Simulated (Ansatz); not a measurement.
Born–Oppenheimer molecular dynamics of H3Sb (4 atoms, charge 0, multiplicity 1). It starts from a relaxed structure.

Theory: Ansatz 0.2.0, RKS BLYP-D4/def2-TZVP.

```yaml
ensemble: NVE (velocity Verlet)
time_step: 0.25 fs
steps_asked: 500
starting_velocities_drawn_for: 200 K
masses: H 2.014 u
seed: 231640
```

First frame:

```xyz
4
Properties=species:S:1:pos:R:3
Sb 0.467 -0.317 -0.476
H 0.848 0.074 1.166
H -1.050 -0.991 0.011
H -0.266 1.233 -0.701
```

Task: How far do the bonds stretch over the last three quarters of this one trajectory? (Pairs bonded in most of those frames.)

Result: 
```tsv
bond	mean (Å)	spread (Å)	shortest	longest
Sb1–H2	1.735	0.038	1.68	1.79
Sb1–H3	1.734	0.028	1.69	1.77
Sb1–H4	1.734	0.033	1.69	1.78
```

Mean temperature of the second half: 98 K. The conserved energy stayed within 0.011 meV per atom of its start (net change 0.0023 meV per atom), so the integration is sound. The temperature averaged 0.49 of the 200 K drawn at the start: a run that starts near a minimum puts about half its kinetic energy into the potential. A run of 0.12 ps of so small a system gives no equilibrium averages.

The run took 4.8 min on 1 thread of Arm Neoverse V2, with other jobs on the host, peak memory 0.099 GiB.
